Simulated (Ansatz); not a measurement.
`O[CH](Cl)[GeH3]` + H₂ → `Cl[CH2][GeH3]` + H₂O at 298.15 K and 1 bar (hydrogenolysis of a C–O bond).

Gas-phase electronic energies from Ansatz, PBE0-D4/def2-TZVP geometries. CCSD(T)/CBS adds triple-zeta CCSD(T) − MP2 to the extrapolated MP2 energy (def2 sets, frozen cores). This one scheme is used for every species. For Ge outer-core shells are correlated without core-valence functions, which leaves a few kJ/mol of doubt a bond. Scalar relativity is left out up to krypton. Each species was taken in one conformer, which may not be the lowest.

| species | CCSD(T)/CBS energy (Eh) | H − E (kJ/mol) | S (J/(mol·K)) |
| --- | --- | --- | --- |
| `O[CH](Cl)[GeH3]` | -2652.10163 | 166.2 | 335.3 |
| H₂ | -1.17544 | 35.1 | 130.4 |
| `Cl[CH2][GeH3]` | -2576.93687 | 151.1 | 311.5 |
| H₂O | -76.37941 | 66.4 | 188.7 |

H − E and S are ideal-gas, rigid-rotor, harmonic terms from PBE0-D4/def2-TZVP, for one conformer and one mirror image of each species. The MP2-based limit puts H₂ 0.8 mEh under its directly extrapolated value; such offsets cancel only in part. 1 Eh = 2625.50 kJ/mol, R = 8.31446 J/(mol·K).

Task: By hand: ΔE, ΔH, ΔS and ΔG.

Result: ΔE = (-2576.93687) + (-76.37941) − (-2652.10163) − (-1.17544) = -0.03921 Eh = -102.9 kJ/mol. Δ(H − E) = 151.1 + 66.4 − 166.2 − 35.1 = 16.2, so ΔH = -86.7 kJ/mol. ΔS = 311.5 + 188.7 − 335.3 − 130.4 = 34.5 J/(mol·K). ΔG = -86.7 − 298.15 × (34.5)/1000 = -97.0 kJ/mol.

Task: By hand: the equilibrium constant, and the temperature at which ΔG would vanish if ΔH and ΔS stayed fixed.

Result: log₁₀ K = −ΔG/(RT ln 10) = 17.0. ΔH and −TΔS have one sign here, so there is no such temperature.

ΔH outweighs TΔS. A doubt of 5 kJ/mol in ΔE shifts log₁₀ K by 0.9 here. Other conformers and mirror images would add mixing entropy, several J/(mol·K) or more a flexible species. These are equilibria of isolated gas molecules and say nothing of rates. Largest T1 diagnostic: 0.011 (customary marks: 0.02 for closed shells, 0.045 for open ones).
